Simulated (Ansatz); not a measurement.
Stretching the As1–N2 bond in AsN (multiplicity 1 held). Energies count from the point at 1.611 Å.


Restricted levels (R-, RO-) in cc, def2 and unpolarised 6-31G sets keep to the state of the molecule at rest. Active spaces are followed from rest. Curves can end on different states.

Frozen-core correlation. Filled d and f shells under p-block atoms count as core.

The values were computed with Ansatz (Gaussian basis) for Hartree–Fock, density functionals and correlated methods. 

R-PBE/cc-pVTZ gives 988.1 kJ/mol for the energy at R = 6.446 Å.

**Question.** Where do these levels fall relative to PBE: R-r2SCAN/cc-pVTZ, R-wB97X-V/cc-pVTZ, R-MP2/cc-pVTZ, SC-NEVPT2 on CASSCF(10,8)/cc-pVTZ, FIC-MRCISD+Q on CASSCF(10,8)/cc-pVTZ.

**Answer.** R-r2SCAN/cc-pVTZ 93.0; R-wB97X-V/cc-pVTZ 703.7; R-MP2/cc-pVTZ -680.3; SC-NEVPT2 on CASSCF(10,8)/cc-pVTZ -555.0; FIC-MRCISD+Q on CASSCF(10,8)/cc-pVTZ -550.2 kJ/mol. 2 of 5 lie above PBE; the widest gap is to R-wB97X-V/cc-pVTZ.

Doubts at one or more of the structures used: a restricted determinant that unrestricted orbitals would lower (R-PBE/cc-pVTZ, R-r2SCAN/cc-pVTZ, R-wB97X-V/cc-pVTZ, R-MP2/cc-pVTZ).

Ansatz is an electronic-structure program.
